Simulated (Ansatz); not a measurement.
Program: Ansatz.

Input file:

```yaml
crystal:
  periodic: [false, false, false]
  atoms:
    - { symbol: B, position_ang: [0.185642, -0.576732, 0.172955] }
    - { symbol: "N", position_ang: [0.193098, -0.405314, 1.561464] }
    - { symbol: H, position_ang: [-0.228917, 0.401176, 2.027536] }
    - { symbol: H, position_ang: [0.616566, -1.084559, 2.18719] }
    - { symbol: H, position_ang: [0.687018, -1.536878, -0.35699] }
    - { symbol: F, position_ang: [-0.402259, 0.364586, -0.617112] }
    - { symbol: S, position_ang: [-1.499606, 2.826422, 1.565393] }
    - { symbol: H, position_ang: [-1.29313, 2.124395, 0.41755] }
    - { symbol: H, position_ang: [-0.370212, 3.561106, 1.387815] }
basis:
  gaussian: { orbitals: "6-31G*" }
hamiltonian:
  xc: pbe
neb:
  order_check: false
  images: 7
  f_tol: 0.05
  max_iterations: 6
  final_atoms:
    - { symbol: B, position_ang: [0.185642, -0.576732, 0.172955] }
    - { symbol: "N", position_ang: [0.193098, -0.405314, 1.561464] }
    - { symbol: H, position_ang: [-0.228917, 0.401176, 2.027536] }
    - { symbol: H, position_ang: [0.616566, -1.084559, 2.18719] }
    - { symbol: H, position_ang: [0.687018, -1.536878, -0.35699] }
    - { symbol: F, position_ang: [-0.402259, 0.364586, -0.617112] }
    - { symbol: S, position_ang: [-1.499606, 2.826422, 1.565393] }
    - { symbol: H, position_ang: [-1.29313, 2.124395, 0.41755] }
    - { symbol: H, position_ang: [-0.370212, 3.561106, 1.387815] }
  initial_path: idpp
```

Run as:

```bash
$ ansatz run input.yaml --threads 1 --pin off --max-ram 2048MiB --backend cpu --events-out ev --progress --plain --runs-dir out
```

Q: What happens when this is run?

A: The program refused the input.

```
Error: invalid value for `neb.final_atoms`: is identical to crystal.atoms — the two endpoints must differ for a path to exist
```
